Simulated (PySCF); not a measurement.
# Distorted geometries of [BiF3]2+

[BiF3]2+ (singlet). PySCF 2.14.0, RKS TPSS, Bi def2-SVP with ECP60, F def2-SVP; non-relativistic Hamiltonian with scalar-relativistic core potentials where named; density fitting; no spin-orbit coupling. Relaxed geometry:

```xyz
4

Bi    0.3093    0.0000    0.0000
F    -0.6066    0.0000    1.7724
F    -0.6066    0.0000   -1.7724
F     2.3045    0.0000    0.0000
```

Question: Order these distorted geometries by energy above the relaxed one, lowest first.
A.
```xyz
4

Bi    0.3005   -0.0087   -0.0615
F    -0.5656    0.0223    1.7992
F    -0.6380   -0.0363   -1.7562
F     2.3036    0.0227    0.0185
```
B.
```xyz
4

Bi    0.3509   -0.0519   -0.0567
F    -0.6049    0.0673    1.8798
F    -0.6185    0.0410   -1.8489
F     2.2731   -0.0563    0.0259
```
C.
```xyz
4

Bi    0.3891    0.0191   -0.1423
F    -0.6486   -0.0554    1.8390
F    -0.6579   -0.0368   -1.7515
F     2.3180    0.0731    0.0548
```

Answer: A (0.08 eV), B (0.30 eV), C (0.53 eV).

Question: Which forces (eV/Å) act in the one that lies 0.53 eV up?

Answer: 
```
Bi  -1.63 -0.06  4.02
F    1.18  0.09 -2.31
F   -1.04 -0.08 -1.75
F    1.48  0.05  0.04
```
Forces carry noise of the integration grid, about 0.01 to 0.03 eV/Å.

No frequency check is given that shows the relaxed geometry to be a minimum.
